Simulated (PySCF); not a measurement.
# Working out the ionisation energy of Sc⁶⁺

Sc⁶⁺ [Ne] 3s2 3p3 (4S) → Sc⁷⁺ [Ne] 3s2 3p2 (3P). Calculation: PySCF 2.14, in an uncontracted even-tempered set (19 s from 0.25 bohr⁻², ratio 2.5; 12 p from 0.33 bohr⁻², ratio 2.5; 5 d from 2.3 bohr⁻², ratio 2.7; 5 f from 3.5 bohr⁻², ratio 2.7); the spin-free X2C one-electron Hamiltonian (Gaussian nucleus). Frozen: 1s2; the 22 highest virtual orbitals dropped. Energies in hartree (1 hartree = 27.21139 eV):

| part | Sc⁶⁺ (lower) | Sc⁷⁺ (upper) |
| --- | --- | --- |
| UHF | -751.774589 | -746.768188 |
| CCSD correlation | -0.456190 | -0.439445 |
| (T) | -0.003598 | -0.003458 |

Q: What does Hartree-Fock give?

A: (-746.768188) − (-751.774589) = 5.006401 hartree = 136.231 eV.

Q: What do CCSD and CCSD(T) give?

A: The CCSD correlation energies differ by 0.016745 hartree = 0.456 eV and the triples by 0.000140 hartree = 0.004 eV, so CCSD gives 136.687 eV and CCSD(T) 136.691 eV.

A first-order spin-orbit estimate adds -0.422 eV to CCSD(T) (outer shells), giving 136.269 eV against 137.99 ± 0.25 eV (semi-empirical (NIST evaluation); NIST Atomic Spectra Database, ionization energies).

What remains against the reference includes basis incompleteness, the frozen core and higher excitations.
